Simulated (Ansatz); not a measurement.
```yaml
crystal:
  periodic: [false, false, false]
  atoms:
    - {symbol: B, position_ang: [-0.878030, -0.018184, -0.720558]}
    - {symbol: C, position_ang: [0.013551, 0.667439, 0.784344]}
    - {symbol: As, position_ang: [1.589477, -0.204363, -1.046272]}
    - {symbol: H, position_ang: [-2.173759, -0.566104, -1.183872]}
    - {symbol: H, position_ang: [-0.102620, 0.120027, 2.022673]}
    - {symbol: H, position_ang: [0.334036, 1.988083, 0.829877]}
    - {symbol: H, position_ang: [-0.878030, 0.031816, -0.720558]}
basis:
  gaussian: {orbitals: def2-mTZVPP, fitting: {mean_field: cc-pVTZ-jkfit}}
total_charge: 1
magnetization: {spin_polarized: true, initial_magnetization: 1}
hamiltonian: {xc: {name: CAM-B3LYP}, dispersion: d3bj}
```

```sh
$ ansatz run in.yaml --threads 2 --pin off --events-out ev --progress --plain --max-ram 4352MiB
```

It prints (some lines left out):

```
Functional definition: CAM-B3LYP
485 factors; integrals over basis functions are off by at most 2.6e-1 eV
485 factors; integrals over basis functions are off by at most 7.3e-7 eV
mean field evaluation 1: about -61427.5498 eV, gradient 8.4e1 eV
mean field evaluation 2: about -61312.5503 eV, gradient 1.2e2 eV
mean field evaluation 4: about -61470.1627 eV, gradient 2.2e1 eV
mean field evaluation 8: about -61472.9641 eV, gradient 1.3e0 eV
mean field evaluation 16: about -61472.9538 eV, gradient 9.2e-2 eV
mean field evaluation 32: about -61472.9587 eV, gradient 2.0e-3 eV
mean field -61473.03534597 eV, -2259.0923810444 hartree, gradient 3.2e-6 eV, S^2 1.409412; 14 other end points of the search recorded, 0 dependent functions left out
reference -61473.03545757 eV, -2259.0923851458 hartree; 24, 23 occupied and 70, 71 virtual orbitals, 485 factors
Total energy: -61473.15152176 eV, -2259.0966504258 hartree
```

In this input one atom was put on top of another. The run converged. The result belongs to that input, not to the molecule as meant.
